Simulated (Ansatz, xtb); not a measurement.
# Relaxing a trial structure of ClFSi2Te

The starting geometry of this gas-phase singlet was built from a drawn formula by distance geometry and a force field; its bonds are those of `F[Si](Cl)=[Te]=[Si]`.

```csv
atom,x (Å),y (Å),z (Å)
Cl,1.9250,-0.7781,1.2104
F,0.9605,-1.1785,-1.8767
Si,0.5877,-0.5665,-0.3617
Si,-1.9341,1.2991,1.9280
Te,-1.4150,0.4467,-0.1038
```

**Question.** Where would you expect an optimisation with r2SCAN-D4/def2-SVP to take it?

**Answer.** A new bond forms, giving a structure with Cl1 bridging Si4 and Si3, given below by its coordinates. Distances that change by over a tenth: Cl1–Si3 (2.07 → 2.53 Å), Si3–Te5 (2.26 → 2.72 Å). Contacts that close: Cl1–Si4 (4.44 → 2.29 Å).

The energy falls by 2.96 eV over 18 steps:

```
step  E − E(last) (eV)
   1             2.962
   3             1.412
   5             0.750
   7             0.457
   9             0.423
  10             0.399
  12             0.191
  14             0.124
  16             0.004
  18             0.000
```

Final geometry (Å):

```json
{"atom": "Cl", "x (Å)": "1.0779", "y (Å)": "-0.4715", "z (Å)": "1.5487"}
{"atom": "F", "x (Å)": "0.7783", "y (Å)": "-1.5107", "z (Å)": "-1.3571"}
{"atom": "Si", "x (Å)": "0.9084", "y (Å)": "0.0581", "z (Å)": "-0.9193"}
{"atom": "Si", "x (Å)": "-0.9412", "y (Å)": "0.5330", "z (Å)": "1.9277"}
{"atom": "Te", "x (Å)": "-1.6993", "y (Å)": "0.6138", "z (Å)": "-0.4038"}
```

From the same start GFN2-xTB ends elsewhere, differing in Cl1–Si4 (6.55 against 2.29 Å here), Si3–Te5 (3.21 against 2.72 Å here).

No frequencies were run, so the end isn't proven a minimum. Atoms past krypton carry core potentials, without spin–orbit terms. Run with Ansatz 0.2.0, 86 s on 1 thread of AMD EPYC 7R43 64-Core Processor (Zen 3), on a shared host.
